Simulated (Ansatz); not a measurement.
Reaction (redistribution): `[OH][GeH]([OH])[GeH3]` + `C=C[SiH2]O[SiH3]` → `[OH][GeH]([OH])[O][SiH3]` + `C=C[SiH2][GeH3]`

Computed with Ansatz on PBE0-D4/def2-TZVP structures; ΔE is electronic, products minus reactants. CCSD(T)/CBS adds triple-zeta CCSD(T) − MP2 to the extrapolated MP2 energy (def2 sets, frozen cores). For Ge outer-core shells are correlated without core-valence functions, which leaves a few kJ/mol of doubt a bond. Scalar relativity is left out up to krypton. Each species was taken in one conformer, which may not be the lowest.

```csv
level,ΔE (kJ/mol)
HF/def2-QZVPP,55.3
MP2/def2-QZVPP,50.4
```

Problem. What does CCSD(T)/CBS give? (Estimate.)

Solution. Ansatz gave: +49.9 kJ/mol. The listed levels differ from it by 5.4, 0.5 kJ/mol.

Largest T1 diagnostic among the species: 0.012.

In def2-TZVPP, CCSD(T) changes the Hartree–Fock value by −8.7 kJ/mol (the triples alone add −2.5 kJ/mol) and MP2 by −6.6 kJ/mol.
